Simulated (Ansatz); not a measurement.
Ideal-gas functions of CH$_{5}$InO$_{2}$, SMILES `O[CH2][InH][OH]` at 298.15 K and 1 bar, from an Ansatz frequency run at PBE0-D4/def2-TZVP.

Molar mass 163.87 g/mol, point group C1 (symmetry number 1), electronic degeneracy 1, moments of inertia 76.876, 165.902, 237.792 u Å². Harmonic wavenumbers (cm⁻¹, unscaled): 64, 153, 266, 281, 394, 471, 503, 544, 570, 683, 716, 1082, 1187, 1234, 1426, 1490, 1848, 3001, 3090, 3698, 3933.

Use S(trans) = R[1.5 ln M + 2.5 ln T − 1.1517]; rotational temperatures θ = 24.2544 K / I; S(rot) = R[ln(√π/σ · √(T³/θAθBθC)) + 1.5]; for each mode x = 1.438777 ν̃/T, S = R[x/(eˣ − 1) − ln(1 − e⁻ˣ)] and H = RT x/(eˣ − 1); 1 cm⁻¹ = 0.0119627 kJ/mol; R = 8.31446 J/(mol·K).

Q: By hand: the entropy, in J/(mol·K).

A: Translation 172.4. Rotation: θ = 0.3155, 0.1462, 0.102 K, giving 110.6. Vibration, mode by mode: 18.12, 11.02, 6.79, 6.39, 4.12, 3.07, 2.72, 2.33, 2.11, 1.37, 1.20, 0.28, 0.18, 0.15, 0.07, 0.05, 0.01, 0.00, 0.00, 0.00, 0.00, in all 60.0. Electronic 0.0. Sum 343.0 J/(mol·K).

Q: By hand: H − E and G − E in kJ/mol, counted from the electronic energy.

A: Zero-point energy ½ × 26634 × 0.0119627 = 159.3; thermal vibration 10.0; translation, rotation and pV give 4 RT = 9.9. H − E = 179.2 kJ/mol, and G − E = 179.2 − 298.15 × 343.0/1000 = 76.9 kJ/mol.

Vibration gives 17 % of the entropy, 18.1 J/(mol·K) of it from the mode under 150 cm⁻¹: soft modes count most, and the harmonic formula is weakest for them. The sum counts one conformer and one mirror image; others add a mixing term.
